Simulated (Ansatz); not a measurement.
System: sum formula AlO₂H₂, charge 1, multiplicity 1. It need not be the lowest isomer of its formula. SMILES: [OH][Al+][OH]
Geometry from a B3LYP-D3(BJ)/def2-TZVP (Ansatz, a program for electronic structure) optimisation:
```xyz
5

Al     0.0000     0.0000     0.0000
O      1.0839     0.2368    -1.1559
H      1.9742     0.3266    -1.4989
O     -1.0839    -0.2368     1.1559
H     -1.9742    -0.3266     1.4989
```
Charge +1, spin multiplicity 1.

Wanted: vertical electron affinity (to the doublet state of charge +0; a negative value means that the extra electron is unbound and the number depends on the basis; each state is the SCF solution reached for its spin), in eV. Valence correlation only, unless marked. Open shells are spin-unrestricted. Spin-orbit coupling is left out. Non-relativistic. Basis-set limits of correlation are two-point, X^-3; Hartree-Fock from the larger set. [CCSD(T)-MP2]/basis is that difference in the basis named.

```tsv
level	program	vertical electron affinity (eV)
r2SCAN/def2-TZVPD	Ansatz	6.43
BHLYP/def2-TZVPD	Ansatz	6.25
wB97M-V/def2-TZVPD	Ansatz	6.25
wB97X/def2-TZVPD	Ansatz	6.12
MP2/aug-cc-pV(D+d)Z	Ansatz	6.07
CCSD/aug-cc-pV(D+d)Z	Ansatz	6.09
RI-MP2/CBS(aug-cc-pV(T+d)Z,aug-cc-pV(Q+d)Z)+[CCSD(T)-MP2]/aug-cc-pV(T+d)Z	Ansatz	6.20
```
